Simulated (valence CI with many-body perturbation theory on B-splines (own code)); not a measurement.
# Basis-set convergence for Co²¹⁺

Computed by relativistic CI+MBPT: four valence electrons over a frozen Dirac-Fock core [He], a basis of 9 s, 9 p, 8 d, 6 f, 3 g, 1 h functions for each j, with the one-electron correlation potential Σ1, the two-electron term Σ2, the three-electron term Σ3, Breit, model QED; selected CI, second order for the rest, scaled by the run's own slope (own B-spline code, finite nucleus).

No measured levels were compared; by estimate levels of excited configurations hold to 0.05 to 0.15 % of their energy, terms of the ground configuration to about 0.5 %. Among the levels kept, up to 420 cm⁻¹ of a level comes from second order outside the variational space, and about a tenth of that is noise between levels of different J, which matters for small intervals.

The reference run has the lowest level 2s²2p² ³P_0 and an ionisation energy of 1846.37 eV. Its largest variational space holds 23589 state functions.

Names give the largest LS component (configuration and term), which can be under half, so a name can repeat, a term be missing and a line seem to break the LS rules; names also repeat where a configuration has a term twice.

Changed runs:
A. basis 6 s, 6 p, 5 d, 3 f, 1 g
B. basis 5 s, 5 p, 4 d, 2 f

Excitation energies of the reference run in cm⁻¹, and shifts in cm⁻¹:

```
                 Level  Reference       A      B
           2s²2p² ³P_1      90382     -30    -84
           2s²2p² ³P_2     138315     +20    +56
           2s²2p² ¹D_2     281912     +90   +280
           2s²2p² ¹S_0     415872    +168   +534
           2s2p³ ⁵S°_2     534130    -257   -817
           2s2p³ ³D°_1     833780     +90   +264
           2s2p³ ³D°_2     836323     +80   +228
           2s2p³ ³D°_3     869525     +82   +214
           2s2p³ ³P°_0     987800    +127   +397
           2s2p³ ³P°_1     998832    +121   +372
           2s2p³ ³P°_2    1020560    +123   +373
           2s2p³ ³S°_1    1171030    +164   +536
Ionisation energy (eV)    1846.37  -0.025  -0.08
```
